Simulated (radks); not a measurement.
Tb II, 64 electrons, occupied as [Kr] 4d10 4f9 5s1 5p6 6s1 5d1 (not the ground configuration). All-electron calculation, scalar-relativistic Kohn-Sham, LDA (Slater exchange, Perdew-Wang correlation), spin-unpolarised, spherical densities, finite nucleus; Fermi nuclear charge, rms radius 5.06 fm. Program: a radial shooting solver on a logarithmic mesh with Libxc functionals.

Local quantities along the radius. ELF = 1/(1 + alpha^2) is the electron localisation function; alpha = (tau - tau_W)/tau_unif compares the Pauli kinetic energy density with that of the uniform gas. tau is taken from the large components.

r (bohr)	ELF	alpha
0.00122	0.999	0.02441
0.001421	0.999	0.02501
0.001654	0.999	0.02585
0.001925	0.999	0.02699
0.002242	0.999	0.02850
0.00261	0.999	0.03046
0.003038	0.999	0.03302
0.003537	0.999	0.03636
0.00415	0.998	0.04102
0.004832	0.998	0.04696
0.005625	0.997	0.05499
0.006548	0.996	0.06608
0.007623	0.993	0.08173
0.008874	0.989	0.1044
0.01033	0.981	0.1381
0.01203	0.965	0.1898
0.014	0.932	0.2705
0.0163	0.863	0.3979
0.01898	0.739	0.5946
0.02209	0.567	0.8734
0.02572	0.413	1.193
0.02994	0.334	1.413
0.03485	0.344	1.381
0.04058	0.438	1.133
0.04724	0.578	0.8544
0.05499	0.694	0.6647
0.06402	0.743	0.5885
0.07453	0.715	0.6306
0.08676	0.599	0.8179
0.1018	0.424	1.166
0.1185	0.340	1.393
0.138	0.404	1.214
0.1606	0.573	0.8637
0.187	0.708	0.6418
0.2177	0.737	0.5969
0.2535	0.625	0.7750
0.2951	0.361	1.332
0.3435	0.228	1.839
0.3999	0.362	1.326
0.4655	0.616	0.7892
0.542	0.720	0.6234
0.6309	0.688	0.6738
0.7345	0.549	0.9061
0.8551	0.372	1.298
0.9954	0.294	1.550
1.159	0.350	1.362
1.349	0.468	1.065
1.571	0.524	0.9539
1.828	0.462	1.078
2.129	0.310	1.491
2.498	0.167	2.232
2.908	0.118	2.733
3.385	0.138	2.503
3.941	0.200	1.998
4.588	0.244	1.761
5.341	0.205	1.967
6.218	0.108	2.877
7.239	0.032	5.490
8.427	0.005	13.68
9.81	0.000	45.09

On this mesh the ELF has minima near r = 0.030, 0.12, 0.34, 1.00, 2.9 bohr, which separate the shells, and maxima near 0.064 (0.74), 0.22 (0.74), 0.54 (0.72), 1.6 (0.52), 4.6 (0.24).

Self-consistent cycle (total energy in hartree, residual of the potential): 1: -11694.35552, 6e+00; 2: -11697.82250, 2e+00; 3: -11698.30778, 6e-01; 4: -11698.25139, 5e-01; 5: -11698.29754, 2e-01; 6: -11698.30411, 9e-02; 7: -11698.30487, 7e-02; 8: -11698.30606, 1e-02; 9: -11698.30610, 7e-04; 10: -11698.30610, 8e-05; 11: -11698.30610, 1e-04; 12: -11698.30610, 3e-06; 13: -11698.30610, 5e-08; 14: -11698.30610, 2e-08; 15: -11698.30610, 3e-09.
